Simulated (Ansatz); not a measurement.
Ansatz results at the PBE0-D4/def2-TZVP geometry: HOMO energy (B3LYP/def2-TZVPP) -8.46 eV; size of the dipole moment (PBE/def2-TZVPP) 1.72 D; size of the dipole moment (B3LYP/def2-TZVPP) 1.83 D.

**Question.** Which molecule gave them?
A. `CB(C)F`
B. `BC(C)F`
C. `Cl[SiH]1PS1`
D. `[CH3][Al]([Cl])[SiH](O)F`

**Answer.** B. The others give `CB(C)F`: -8.49, 1.29, 1.37; `[CH3][Al]([Cl])[SiH](O)F`: -7.23, 2.78, 2.80; `Cl[SiH]1PS1`: -7.04, 0.86, 0.99.

B3LYP here is the variant with VWN-RPA as its local correlation; programs differ in this.
